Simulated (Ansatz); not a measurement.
`[OH][Ga-]([OH])([OH])[NH2+][SiH3]`. The species carries charge 0 and has multiplicity 1. The geometry is a stationary point of PBE0-D4/def2-TZVP. It is one conformer, not always the lowest.

```xyz
14

O    -2.088   -0.857   -1.196
Ga   -1.062   -0.454    0.233
O     0.165   -1.712    0.690
O    -1.691    0.634    1.541
N     0.339    0.862   -0.559
Si    2.013    0.236   -0.369
H    -2.921   -0.383   -1.205
H     0.190   -1.887    1.632
H    -2.571    0.435    1.862
H     0.188    1.739   -0.069
H     0.084    1.009   -1.531
H     2.133   -1.010   -1.145
H     2.305    0.124    1.072
H     2.915    1.265   -0.957
```

What is the dipole moment at PBE/def2-TZVPP? (Best estimate.)

Ansatz gave: 2.89 D, with components (0.62, 2.82, -0.06) D in this frame, pointing from negative to positive charge.

And with r2SCAN, B3LYP, ωB97M-V? (Best estimate.)

Computed: r2SCAN 2.97 D, B3LYP 2.98 D, ωB97M-V 2.99 D.

Give the Mulliken charges with PBE, r2SCAN, B3LYP in def2-TZVPP. (Estimate.)

Ansatz gave: 
| atom | PBE | r2SCAN | B3LYP |
| --- | --- | --- | --- |
| O1 | -0.41 | -0.47 | -0.45 |
| Ga2 | 0.41 | 0.56 | 0.56 |
| O3 | -0.42 | -0.49 | -0.47 |
| O4 | -0.42 | -0.49 | -0.47 |
| N5 | -0.16 | -0.21 | -0.19 |
| Si6 | 0.24 | 0.34 | 0.32 |
| H7 | 0.17 | 0.18 | 0.17 |
| H8 | 0.18 | 0.20 | 0.18 |
| H9 | 0.17 | 0.19 | 0.17 |
| H10 | 0.16 | 0.16 | 0.15 |
| H11 | 0.16 | 0.16 | 0.15 |
| H12 | 0.00 | -0.02 | -0.01 |
| H13 | -0.03 | -0.04 | -0.04 |
| H14 | -0.06 | -0.07 | -0.07 |

B3LYP here is the variant with VWN-RPA as its local correlation; programs differ in this.
